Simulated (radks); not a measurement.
Species: Ti5+. Configuration: [Ne] 3s2 3p5. All-electron calculation, scalar-relativistic Kohn-Sham, LDA (Slater exchange, Perdew-Wang correlation), spin-polarised, spherical densities, finite nucleus; open shells are filled with parallel spins first; Fermi nuclear charge, rms radius 3.5921 fm. Program: a radial shooting solver on a logarithmic mesh with Libxc functionals.

Unscreened Slater integrals over Kohn-Sham orbitals (eV). They are taken over the spin-up orbitals.

F0(3p,3p): 24.685
F2(3p,3p): 12.508
F0(3p,3s): 25.136
G1(3p,3s): 16.765
F0(3p,2p): 33.303
F2(3p,2p): 6.8461
G0(3p,2p): 2.7520
G2(3p,2p): 2.8632
F0(3s,3s): 25.632
F0(3s,2p): 33.939
G1(3s,2p): 2.9241
F0(2p,2p): 85.831
F2(2p,2p): 40.221

Derived for the open shells (J is the average intra-shell exchange parameter used in DFT+U). 3p: J = F2/5 = 2.502 eV.
